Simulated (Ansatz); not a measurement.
Consider the atomization: `[F][Ge]1([SH])[CH2][NH]1` → C• + F• + Ge• + 4 H• + N• + S•.

Computed with Ansatz on PBE0-D4/def2-TZVP structures; ΔE is electronic, products minus reactants. CCSD(T)/CBS adds triple-zeta CCSD(T) − MP2 to the extrapolated MP2 energy (def2 sets, frozen cores). This one scheme is used for every species, atoms too. For atomizations the MP2-based limit and the directly extrapolated one differ by several kJ/mol either way, and by 10 to 25 for some Ge, Se and Sn compounds, so smaller differences from it don't rank the levels. Functionals use def2-TZVPP. Open shells (•) are unrestricted, without spin–orbit coupling. Spin–orbit coupling would lower the free atoms: a little for C, F, S; clearly for Ge. For Ge outer-core shells are correlated without core-valence functions, so the limit isn't a true one: a few kJ/mol of doubt a bond, and 10 to 20 or more in all where bonds break to atoms. Scalar relativity is left out up to krypton. Each species was taken in one conformer, which may not be the lowest.

```tsv
level	ΔE (kcal/mol)
r2SCANh-D4	718.8
PBE	742.0
CAM-B3LYP	718.2
CCSD(T)/def2-TZVPP	703.2
```

(1) What does CCSD(T)/CBS give? (Estimate.)

Largest T1 diagnostic among the species: 0.012.

Answers

(1) Ansatz gave: +726.3 kcal/mol. The listed levels differ from it by -7.5, 15.7, -8.1, -23.1 kcal/mol.

At CCSD(T), def2-SVP lies −62.0 kcal/mol from the extrapolated value and def2-TZVPP −23.2 kcal/mol: correlation converges slowly with the basis, and small sets miss more of it in the bonded molecule than in its fragments. From PBE to PBE0 (25 % exact exchange), in def2-TZVPP and without D4, ΔE moves by −21.5 kcal/mol: exact exchange takes away binding that semilocal exchange gives to molecules. Leaving LDA and LC-ωPBE aside and taking each functional with its dispersion term where it has one, the values, not all of them listed here, spread over 58.6 kcal/mol, from BHLYP-D4 to PBE-D4. LDA lies +112.5 kcal/mol from PBE without D4, its usual overbinding.
